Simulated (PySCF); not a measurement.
Mayer bond orders and bond lengths

Species: C8H9PSi.
SMILES with atom numbers: `[SiH3:1][c:2]1[cH:3][c:4]2[cH:5][cH:6][cH:7][cH:8][c:9]2[pH:10]1` (hydrogens: H11, H12, H13 on Si1; H14 on C3; H15 on C5; H16 on C6; H17 on C7; H18 on C8; H19 on P10)

Structure used (GFN2-xTB), in Å, numbered top down from 1:
```xyz
19
C8H9PSi angstrom
Si     3.6549    0.2016    0.0014
C      1.7752    0.2108   -0.0419
C      0.9537   -0.6309    0.6172
C     -0.4572   -0.4110    0.4185
C     -1.5147   -1.1406    0.9487
C     -2.8110   -0.7972    0.6116
C     -3.0630    0.2691   -0.2417
C     -2.0193    1.0146   -0.7658
C     -0.7183    0.6666   -0.4485
P      0.8269    1.5065   -0.9152
H      4.1234    1.4363    0.6342
H      4.1610    0.1240   -1.3723
H      4.0850   -0.9692    0.7677
H      1.3075   -1.4407    1.2380
H     -1.3180   -1.9661    1.6178
H     -3.6383   -1.3616    1.0172
H     -4.0820    0.5250   -0.4933
H     -2.2165    1.8527   -1.4187
H      0.9411    0.9192   -2.1824
```

Bond orders from the PBE0/pcSseg-1 density (PySCF). Isolated species at its GFN2-xTB geometry, gas phase.

Question: Where do the orders between heavy atoms depart from those drawn in the SMILES?

Answer: The largest departure is 0.562, at P10–C2 (drawn aromatic, 0.938) and C9–P10 (drawn aromatic, 0.941), counting aromatic bonds as 1.5. Drawn single, order below 0.88: Si1–C2 (0.859). The bonds drawn aromatic range from 0.94 to 1.75.

Question: Set the Mayer orders of the bonds beside their lengths.

Answer: 
| bond | drawn as | length (Å) | Mayer order |
| --- | --- | --- | --- |
| Si1–C2 | single | 1.880 | 0.859 |
| C2–C3 | aromatic | 1.348 | 1.746 |
| C3–C4 | aromatic | 1.442 | 1.117 |
| C4–C5 | aromatic | 1.390 | 1.348 |
| C5–C6 | aromatic | 1.383 | 1.449 |
| C6–C7 | aromatic | 1.389 | 1.421 |
| C7–C8 | aromatic | 1.386 | 1.444 |
| C8–C9 | aromatic | 1.384 | 1.437 |
| C9–P10 | aromatic | 1.820 | 0.941 |
| P10–C2 | aromatic | 1.828 | 0.938 |
| C9–C4 | aromatic | 1.407 | 1.333 |
| Si1–H11 | single | 1.464 | 0.939 |
| Si1–H12 | single | 1.466 | 0.937 |
| Si1–H13 | single | 1.464 | 0.946 |
| C3–H14 | single | 1.080 | 0.976 |
| C5–H15 | single | 1.081 | 0.976 |
| C6–H16 | single | 1.080 | 0.961 |
| C7–H17 | single | 1.080 | 0.966 |
| C8–H18 | single | 1.081 | 0.966 |
| P10–H19 | single | 1.401 | 0.930 |

By pair of heavy elements: C–C: lowest C3–C4 (1.117, 1.442 Å), highest C2–C3 (1.746, 1.348 Å). C–P: all 2 within 0.02 of one another (0.938 to 0.941).

Question: Sum the orders of all bonds at each heavy atom with more than one neighbour and set the sums beside the valence in the SMILES.

Answer: Si1 3.681 (drawn 4), C2 3.543 (drawn 4), C3 3.839 (drawn 4), C4 3.798 (drawn 4), C5 3.773 (drawn 4), C6 3.831 (drawn 4), C7 3.831 (drawn 4), C8 3.847 (drawn 4), C9 3.711 (drawn 4), P10 2.809 (drawn 3). Orders between atoms that aren't bonded are not in these sums.

Mayer orders depend on the basis set.
